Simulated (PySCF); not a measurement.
## Two-component Hartree-Fock for Br⁺ (bromine, charge +1)

Start: [Ar] 3d10 4s1 4p4 4d1; 4s1/2 filled at m_j = +1/2; 4p1/2 filled at m_j = +1/2; 4p3/2 filled at m_j = -1/2, +1/2, +3/2; 4d5/2 filled at m_j = +5/2. Calculated with PySCF 2.14 in x2c-TZVPall-2c with one added diffuse shell each of s, p, d type (7s8p5d1f, 63 functions): generalised Hartree-Fock with the X2C-1e Hamiltonian and a Gaussian nucleus; one run each with spin-orbit coupling (SO) switched off, then screened by Boettger's factors. This is a chosen level, not necessarily the ground level.

```json
{"spinor shell": "1s1/2", "electrons": "2", "ε, spin-free (eV)": "-13574.7", "ε, screened SO (eV)": "-13574.2", "weight of nominal j (screened SO)": "1.000", "rms radius, screened SO (bohr)": "0.0492"}
{"spinor shell": "2s1/2", "electrons": "2", "ε, spin-free (eV)": "-1842.6", "ε, screened SO (eV)": "-1842.5", "weight of nominal j (screened SO)": "1.000", "rms radius, screened SO (bohr)": "0.205"}
{"spinor shell": "2p1/2", "electrons": "2", "ε, spin-free (eV)": "-1622.0", "ε, screened SO (eV)": "-1654.6", "weight of nominal j (screened SO)": "1.000", "rms radius, screened SO (bohr)": "0.180"}
{"spinor shell": "2p3/2", "electrons": "4", "ε, spin-free (eV)": "-1622.0", "ε, screened SO (eV)": "-1606.3", "weight of nominal j (screened SO)": "1.000", "rms radius, screened SO (bohr)": "0.184"}
{"spinor shell": "3s1/2", "electrons": "2", "ε, spin-free (eV)": "-293.92", "ε, screened SO (eV)": "-293.85", "weight of nominal j (screened SO)": "1.000", "rms radius, screened SO (bohr)": "0.588"}
{"spinor shell": "3p1/2", "electrons": "2", "ε, spin-free (eV)": "-222.05", "ε, screened SO (eV)": "-227.08", "weight of nominal j (screened SO)": "0.995", "rms radius, screened SO (bohr)": "0.600"}
{"spinor shell": "3p3/2", "electrons": "4", "ε, spin-free (eV)": "-222.05", "ε, screened SO (eV)": "-219.56", "weight of nominal j (screened SO)": "0.997", "rms radius, screened SO (bohr)": "0.610"}
{"spinor shell": "3d3/2", "electrons": "4", "ε, spin-free (eV)": "-102.55", "ε, screened SO (eV)": "-103.25", "weight of nominal j (screened SO)": "0.921", "rms radius, screened SO (bohr)": "0.648"}
{"spinor shell": "3d5/2", "electrons": "6", "ε, spin-free (eV)": "-102.55", "ε, screened SO (eV)": "-101.98", "weight of nominal j (screened SO)": "0.947", "rms radius, screened SO (bohr)": "0.648"}
{"spinor shell": "4s1/2", "electrons": "1", "ε, spin-free (eV)": "-45.672", "ε, screened SO (eV)": "-45.624", "weight of nominal j (screened SO)": "1.000", "rms radius, screened SO (bohr)": "1.73"}
{"spinor shell": "4p3/2", "electrons": "3", "ε, spin-free (eV)": "-26.301", "ε, screened SO (eV)": "-28.092", "weight of nominal j (screened SO)": "0.637", "rms radius, screened SO (bohr)": "2.00"}
{"spinor shell": "4p1/2", "electrons": "1", "ε, spin-free (eV)": "-26.301", "ε, screened SO (eV)": "-21.099", "weight of nominal j (screened SO)": "0.631", "rms radius, screened SO (bohr)": "2.12"}
{"spinor shell": "4d5/2", "electrons": "1", "ε, spin-free (eV)": "-8.420", "ε, screened SO (eV)": "-8.405", "weight of nominal j (screened SO)": "1.000", "rms radius, screened SO (bohr)": "3.46"}
```

```tsv
quantity	spin-free	screened SO
E (hartree)	-2603.02214	-2603.16843
M_J	5	5
⟨J²⟩	30.012	30.012
⟨L²⟩	12.008	12.039
⟨S²⟩	6.004	5.992
```

Each row is a mean over spinors that exchange with the open shell spreads, by up to 1.515 eV (3s1/2).

Rows whose weight is well below 1 are mixtures of j = l ± 1/2: exchange outweighs spin-orbit coupling there, and the label is only the starting occupation.

Without spin-orbit coupling the j labels of p, d and f shells carry no meaning; the spin-free column gives the mean over the occupied spinors of each nl shell.
